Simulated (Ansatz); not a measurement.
A nudged elastic band was laid between two geometries of BrH + Cl4Ge (7 atoms, charge 0, multiplicity 1).

All numbers below come from Ansatz 0.2.0, RHF/def2-SVP.

```json
{
 "movable images": "4",
 "climbing image": "no",
 "spring": "5.0 eV/Å²",
 "optimiser": "quadratic models (default)",
 "start path": "through a guess of the saddle point",
 "force threshold": "0.05 eV/Å",
 "iteration limit": "60",
 "end points": "relaxed"
}
```

First end point:

```xyz
7
Properties=species:S:1:pos:R:3
Ge 0.517 0.000 -0.234
Cl 0.418 0.000 1.896
Cl 2.555 0.000 -0.827
Cl -0.445 1.737 -0.978
Cl -0.445 -1.737 -0.978
Br -3.960 0.000 1.966
H -2.655 0.000 2.495
```

Last end point:

```xyz
7
Properties=species:S:1:pos:R:3
Ge -0.706 0.002 -0.896
Cl -0.406 -0.010 4.472
Cl 0.966 0.006 0.435
Cl -0.604 1.732 -2.126
Cl -0.602 -1.734 -2.116
Br -2.629 0.006 0.314
H -0.035 -0.003 3.255
```

Question: Which bonds break or form, and what moves?

Answer: Bonds broken: Ge1–Cl2, Br6–H7. Bonds formed: Ge1–Br6, Cl2–H7. BrH + Cl4Ge becomes BrCl3Ge + ClH.

Question: What energy profile does the band end with?

Answer: The run converged. The highest image is number 2 of 0 to 5, 2.47 eV above the first end and 2.48 eV above the last; the last end lies 0.01 eV below the first. Neighbouring images differ by up to 2.2 eV, so the band resolves the path poorly. No image climbed, so the highest image needn't sit at the top of the path. The orbitals stay closed-shell, which can raise the energy where a bond breaks towards radicals; this wasn't checked here.

| image | path coordinate (Å) | energy (eV) | Ge1–Cl2 (Å) | Br6–H7 (Å) | Ge1–Br6 (Å) |
| --- | --- | --- | --- | --- | --- |
| 0 | 0.00 | 0.00 | 2.13 | 1.41 | 4.99 |
| 1 | 1.40 | 0.26 | 2.15 | 1.42 | 3.68 |
| 2 | 2.80 | 2.47 | 2.47 | 2.21 | 2.59 |
| 3 | 4.20 | 0.98 | 3.44 | 2.45 | 2.34 |
| 4 | 5.59 | 0.06 | 4.62 | 2.82 | 2.29 |
| 5 | 6.99 | -0.01 | 5.38 | 3.92 | 2.27 |

Question: What is the geometry of the highest image?

Answer: 
```xyz
7
Properties=species:S:1:pos:R:3
Ge -0.383 0.001 -0.135
Cl 0.022 -0.001 2.301
Cl 1.783 -0.004 -0.525
Cl -0.659 2.047 -0.706
Cl -0.670 -2.040 -0.720
Br -2.812 -0.005 0.758
H -1.297 0.002 2.365
```

Time of the run: 3.7 min on 4 threads of Arm Neoverse V2 (shared host), peak memory 0.48 GiB.
